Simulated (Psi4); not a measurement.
isobutene (C₄H₈), singlet, at a GFN2-xTB geometry; BHHLYP/6-31G* (Psi4).

Input for Psi4:
```
memory 2 GB

molecule mol {
0 1
C    -0.003583   -0.007268    1.449531
C    -0.000314   -0.000637    0.127043
H    -0.002796    0.903902    2.023744
H    -0.007186   -0.924151    2.014567
C     0.004712    1.267277   -0.672192
H     0.005227    2.140049   -0.024851
H     0.885835    1.305480   -1.312337
H    -0.873056    1.309725   -1.316663
C    -0.001358   -1.260473   -0.684882
H    -0.005051   -2.139692   -0.046336
H    -0.879304   -1.292232   -1.329725
H     0.879587   -1.296478   -1.325398
}

set {
  basis 6-31g*
  reference rks
  scf_type pk
  puream true
  d_convergence 1e-8
  dft_radial_points 99
  dft_spherical_points 590
}

energy('bhhlyp')
print_variables()
```

What the program printed (banner, timings and long lists left out):

```
   => Loading Basis Set <=

    Name: 6-31G*
    Role: ORBITAL
    Keyword: BASIS

         ---------------------------------------------------------
                                   SCF
               by Justin Turney, Rob Parrish, Andy Simmonett
                          and Daniel G. A. Smith
                              RKS Reference
         ---------------------------------------------------------

  ==> Geometry <==

    Molecular point group: c1
    Full point group: C1

    Geometry (in Angstrom), charge = 0, multiplicity = 1:

       Center              X                  Y                   Z               Mass
    ------------   -----------------  -----------------  -----------------  -----------------
         C           -0.003525305179    -0.007151035548     1.426223207740    12.000000000000
         C           -0.000256305179    -0.000520035548     0.103735207740    12.000000000000
         H           -0.002738305179     0.904018964452     2.000436207740     1.007825032230
         H           -0.007128305179    -0.924034035548     1.991259207740     1.007825032230
         C            0.004769694821     1.267393964452    -0.695499792260    12.000000000000
         H            0.005284694821     2.140165964452    -0.048158792260     1.007825032230
         H            0.885892694821     1.305596964452    -1.335644792260     1.007825032230
         H           -0.872998305179     1.309841964452    -1.339970792260     1.007825032230
         C           -0.001300305179    -1.260356035548    -0.708189792260    12.000000000000
         H           -0.004993305179    -2.139575035548    -0.069643792260     1.007825032230
         H           -0.879246305179    -1.292115035548    -1.353032792260     1.007825032230
         H            0.879644694821    -1.296361035548    -1.348705792260     1.007825032230

  Running in c1 symmetry.

  Rotational constants: A =      0.30761  B =      0.28479  C =      0.15644 [cm^-1]
  Rotational constants: A =   9221.94018  B =   8537.71947  C =   4689.87455 [MHz]
  Nuclear repulsion =  120.428269239717025

  Charge       = 0
  Multiplicity = 1
  Electrons    = 32
  Nalpha       = 16
  Nbeta        = 16

  ==> Algorithm <==

  SCF Algorithm Type is PK.
  DIIS enabled.
  MOM disabled.
  Fractional occupation disabled.
  Guess Type is SAD.
  Energy threshold   = 1.00e-06
  Density threshold  = 1.00e-08
  Integral threshold = 1.00e-12

  ==> Primary Basis <==

  Basis Set: 6-31G*
    Blend: 6-31G*
    Number of shells: 40
    Number of basis functions: 72
    Number of Cartesian functions: 76
    Spherical Harmonics?: true
    Max angular momentum: 2

  ==> DFT Potential <==

   => LibXC <=

    Version 7.1.2
    S. Lehtola, C. Steigemann, M. J. T. Oliveira, and M. A. L. Marques,  SoftwareX 7, 1–5 (2018) (10.1016/j.softx.2017.11.002)

   => Composite Functional: BHANDHLYP <=

    BHandHLYP Hyb-GGA Exchange-Correlation Functional

    A. D. Becke,  J. Chem. Phys. 98, 1372 (1993) (10.1063/1.464304)
    Defined through Gaussian implementation.

    Deriv               =              1
    GGA                 =           TRUE
    Meta                =          FALSE

    Exchange Hybrid     =           TRUE
    MP2 Hybrid          =          FALSE

   => Exchange Functionals <=

    0.5000         Becke 88

   => Exact (HF) Exchange <=

    0.5000               HF

   => Correlation Functionals <=

    1.0000   Lee, Yang & Parr

   => LibXC Density Thresholds  <==

    XC_HYB_GGA_XC_BHANDHLYP:  1.00E-15

   => Molecular Quadrature <=

    Radial Scheme          =       TREUTLER
    Pruning Scheme         =           NONE
    Nuclear Scheme         =       TREUTLER

    Blocking Scheme        =         OCTREE
    BS radius alpha        =              1
    Pruning alpha          =              1
    Radial Points          =             99
    Spherical Points       =            590
    Total Points           =         655099
    Total Blocks           =           4568
    Max Points             =            256
    Max Functions          =             72
    Weights Tolerance      =       1.00E-15

  ==> Integral Setup <==

  Using in-core PK algorithm.
   Calculation information:
      Number of atoms:                  12
      Number of AO shells:              40
      Number of primitives:             92
      Number of atomic orbitals:        76
      Number of basis functions:        72

      Integral cutoff                 1.00e-12
      Number of threads:                 1

  Performing in-core PK
  Using 6909012 doubles for integral storage.
  We computed 330045 shell quartets total.
  Whereas there are 336610 unique shell quartets.

  ==> DiskJK: Disk-Based J/K Matrices <==

    J tasked:                  Yes
    K tasked:                  Yes
    wK tasked:                  No
    Schwarz Cutoff:          1E-12

  Minimum eigenvalue in the overlap matrix is 4.0886224043E-03.
  Reciprocal condition number of the overlap matrix is 7.8454311420E-04.
    Using symmetric orthogonalization.

  ==> Pre-Iterations <==

  SCF Guess: Superposition of Atomic Densities via on-the-fly atomic UHF (no occupation information).

   -------------------------
    Irrep   Nso     Nmo
   -------------------------
     A         72      72
   -------------------------
    Total      72      72
   -------------------------

  ==> Iterations <==

                        Total Energy        Delta E     RMS |[F,P]|

   @RKS iter SAD:  -156.39406620029132   -1.56394e+02   0.00000e+00
   @RKS iter   1:  -156.90148275685078   -5.07417e-01   8.45464e-03 DIIS/ADIIS
   @RKS iter   2:  -156.99658676454277   -9.51040e-02   6.44746e-03 DIIS/ADIIS
   @RKS iter   3:  -157.11390184199581   -1.17315e-01   5.11829e-04 DIIS/ADIIS
   @RKS iter   4:  -157.11427689761953   -3.75056e-04   3.61141e-04 DIIS/ADIIS
   @RKS iter   5:  -157.11462498865777   -3.48091e-04   3.41085e-05 DIIS
   @RKS iter   6:  -157.11462796802775   -2.97937e-06   1.22536e-05 DIIS
   @RKS iter   7:  -157.11462836958543   -4.01558e-07   1.66834e-06 DIIS
   @RKS iter   8:  -157.11462837765833   -8.07290e-09   4.33157e-07 DIIS
   @RKS iter   9:  -157.11462837824337   -5.85032e-10   8.10161e-08 DIIS
   @RKS iter  10:  -157.11462837826599   -2.26237e-11   1.20966e-08 DIIS
   @RKS iter  11:  -157.11462837826662   -6.25278e-13   1.97034e-09 DIIS
  Energy and wave function converged.

  ==> Post-Iterations <==

   Electrons on quadrature grid:
      Ntotal   =   31.9999991631 ; deviation = -8.369e-07

    Orbital Energies [Eh]
    ---------------------

    Doubly Occupied:

       1A    -10.590500     2A    -10.572544     3A    -10.572510
       4A    -10.561806     5A     -0.919614     6A     -0.792605
       7A     -0.779060     8A     -0.601624     9A     -0.520511
      10A     -0.513298    11A     -0.500243    12A     -0.450732
      13A     -0.432915    14A     -0.426864    15A     -0.393059
      16A     -0.287058

    Virtual:

      17A      0.087734    18A      0.141955    19A      0.187558
      20A      0.203744    21A      0.208695    22A      0.226989
      23A      0.230064    24A      0.243692    25A      0.276599
      26A      0.288490    27A      0.369185    28A      0.435705
      29A      0.585534    30A      0.598347    31A      0.598582
      32A      0.647013    33A      0.648325    34A      0.706350
      35A      0.756001    36A      0.774255    37A      0.819792
      38A      0.828301    39A      0.873382    40A      0.928506
      41A      0.958263    42A      0.965660    43A      0.992598
      44A      1.001844    45A      1.036742    46A      1.049355
      47A      1.082424    48A      1.083673    49A      1.241564
      50A      1.326398    51A      1.339272    52A      1.482227
      53A      1.530844    54A      1.617152    55A      1.801023
      56A      1.948637    57A      1.961847    58A      2.001956
      59A      2.035901    60A      2.095256    61A      2.193487
      62A      2.197005    63A      2.315867    64A      2.352821
      65A      2.399351    66A      2.499398    67A      2.545724
      68A      2.554461    69A      2.593954    70A      2.709865
      71A      2.995967    72A      3.093293

    Final Occupation by Irrep:
              A
    DOCC [    16 ]
    NA   [    16 ]
    NB   [    16 ]

  @RKS Final Energy:  -157.11462837826662

   => Energetics <=

    Nuclear Repulsion Energy =            120.4282692397170251
    One-Electron Energy =                -448.0333052067560402
    Two-Electron Energy =                 183.3131553931951601
    DFT Exchange-Correlation Energy =     -12.8227478044227432
    Empirical Dispersion Energy =           0.0000000000000000
    VV10 Nonlocal Energy =                  0.0000000000000000
    Total Energy =                       -157.1146283782666160

Computation Completed

Properties will be evaluated at   0.000000,   0.000000,   0.000000 [a0]

Properties computed using the SCF density matrix

 Multipole Moments:

 ------------------------------------------------------------------------------------
     Multipole            Electronic (a.u.)      Nuclear  (a.u.)        Total (a.u.)
 ------------------------------------------------------------------------------------

 L = 1.  Multiply by 2.5417464519 to convert [e a0] to [Debye]
 Dipole X            :         -0.0030165            0.0034851            0.0004686
 Dipole Y            :         -0.0061167            0.0070673            0.0009506
 Dipole Z            :          1.2198429           -1.4094491           -0.1896062
 Magnitude           :                                                    0.1896092

 ------------------------------------------------------------------------------------

  Variable Map:
  ----------------------------------------------------------------------------
  "CURRENT ENERGY"              =>    -157.114628378267
  "CURRENT REFERENCE ENERGY"    =>    -157.114628378267
  "DD SOLVATION ENERGY"         =>       0.000000000000
  "DFT FUNCTIONAL TOTAL ENERGY" =>    -157.114628378267
  "DFT TOTAL ENERGY"            =>    -157.114628378267
  "DFT VV10 ENERGY"             =>       0.000000000000
  "DFT XC ENERGY"               =>     -12.822747804423
  "GRID ELECTRONS ALPHA"        =>      15.999999581544
  "GRID ELECTRONS BETA"         =>      15.999999581544
  "GRID ELECTRONS TOTAL"        =>      31.999999163087
  "NUCLEAR REPULSION ENERGY"    =>     120.428269239717
  "ONE-ELECTRON ENERGY"         =>    -448.033305206756
  "PCM POLARIZATION ENERGY"     =>       0.000000000000
  "PE ENERGY"                   =>       0.000000000000
  "SCF ITERATION ENERGY"        =>    -157.114628378267
  "SCF ITERATIONS"              =>      11.000000000000
  "SCF TOTAL ENERGY"            =>    -157.114628378267
  "TWO-ELECTRON ENERGY"         =>     183.313155393195
  "XC GRID RADIAL POINTS"       =>      99.000000000000
  "XC GRID SPHERICAL POINTS"    =>     590.000000000000
  "XC GRID TOTAL POINTS"        =>  655099.000000000000

  Array Variable Map:
  ----------------------------------------------------------------------------
  "CURRENT DIPOLE"              =>       0.000468569894 ... -0.189606189825 1 by 3
  "SCF DIPOLE"                  =>       0.000468569894 ... -0.189606189825 1 by 3
  "SCF TOTAL ENERGIES"          =>    -156.394066200291 ... -157.114628378267 1 by 12
```
